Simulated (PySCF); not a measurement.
Boron oxyfluoride, BFO, SMILES O=BF, singlet at its CAM-B3LYP/def2-SVP optimised geometry (Å):

```
3

F      1.2416    -0.0001     0.0000
B     -0.0398    -0.0001     0.0000
O     -1.2416     0.0001     0.0000
```

Computed with CAM-B3LYP/def2-TZVP (PySCF).

Map of the electrostatic potential (hartree/e) on the plane z = 1.5 Å:

```
|::::::::---------------------|
|:::::::::--------------------|
|:::::::::--------------------|
|::::::::::-----======--------|
|::::::::::----========-------|
|::::::::::---==========------|
|::....::::---===========-----|
|........:::-===+++======-----|
|.........::-==++++++====-----|
|.........::-=+****++====-----|
|....    ..:-=**##**+====-----|
|...     ..:-+*#%##*++===-----|
|..       .:=+#%@%#*++===-----|
|..       .:=*%@@@%#++===-----|
|..       .:=*%@@@%#*+===-----|
|..       .:=*%@@@%#++===-----|
|..       .:=+#%@%#*++===-----|
|...     ..:-+*#%##*++===-----|
|....    ..:-=**##**+====-----|
|.........::-=+****++====-----|
|.........::-==++++++====-----|
|........:::-===+++======-----|
|::....::::---===========-----|
|::::::::::---==========------|
|::::::::::----========-------|
|::::::::::-----======--------|
|:::::::::--------------------|
|:::::::::--------------------|
|::::::::---------------------|
```
Scale: ten equal steps from -0.041 (start of ' ') to 0.089 (end of '@'), in the order ' .:-=+*#%@'; x runs from -3.50 to 3.50, y from -3.50 (bottom) to 3.50 (top).
